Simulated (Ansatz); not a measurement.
C₂H₉AlOSi (SMILES [CH3][Al]([CH3])[O][SiH3]), singlet, geometry from GFN2-xTB (such geometries of metal compounds can be far from the true shape); CAM-B3LYP/def2-SVP in Ansatz (a first-principles code).

Here is a job for Ansatz.
Ansatz 0.2 input:
```yaml
crystal:
  periodic: [false, false, false]
  atoms:
    - {symbol: Al, position_ang: [0.16418219, 0.80306897, 0.52935491]}
    - {symbol: C, position_ang: [1.71992852, 1.91197601, -0.04275149]}
    - {symbol: H, position_ang: [2.65378921, 1.34370309, 0.00714559]}
    - {symbol: H, position_ang: [1.85268461, 2.80857798, 0.56567260]}
    - {symbol: H, position_ang: [1.61632416, 2.23576822, -1.08292934]}
    - {symbol: C, position_ang: [-1.10034460, 1.11363958, 2.03992938]}
    - {symbol: H, position_ang: [-1.09292977, 0.27495355, 2.74276804]}
    - {symbol: H, position_ang: [-2.13109745, 1.20242795, 1.68352884]}
    - {symbol: H, position_ang: [-0.87444355, 2.01710462, 2.60931924]}
    - {symbol: O, position_ang: [-0.12203492, -0.58596264, -0.38609585]}
    - {symbol: Si, position_ang: [-0.39320375, -1.92451346, -1.27014763]}
    - {symbol: H, position_ang: [-1.59910444, -2.56410911, -0.74057254]}
    - {symbol: H, position_ang: [0.78190080, -2.78542267, -1.12070468]}
    - {symbol: H, position_ang: [-0.57786386, -1.49570395, -2.65807554]}
basis:
  gaussian:
    orbitals: def2-SVP
    final_grid: {core_spheres: 10, valence_spheres: 20, degree: 41}
hamiltonian:
  xc: cam_b3lyp
```

Output, abridged:

```
Functional definition: CAM-B3LYP
1403 factors; their error is unknown
421 factors; integrals over basis functions are off by at most 9.8e-6 eV
mean field evaluation 1: about -18725.3333 eV, gradient 7.0e1 eV
mean field evaluation 2: about -18721.4979 eV, gradient 8.5e1 eV
mean field evaluation 4: about -18735.5498 eV, gradient 2.0e0 eV
mean field evaluation 8: about -18735.5619 eV, gradient 4.4e-2 eV
mean field evaluation 16: about -18735.6534 eV, gradient 2.2e-5 eV
mean field -18735.65341206 eV, -688.5225634113 hartree, gradient 2.2e-5 eV, S^2 0.000000; 0 other end points of the search recorded, 0 dependent functions left out
reference -18735.65356713 eV, -688.5225691098 hartree; 28, 28 occupied and 95, 95 virtual orbitals, 1403 factors
Total energy: -18735.65356713 eV, -688.5225691098 hartree
```
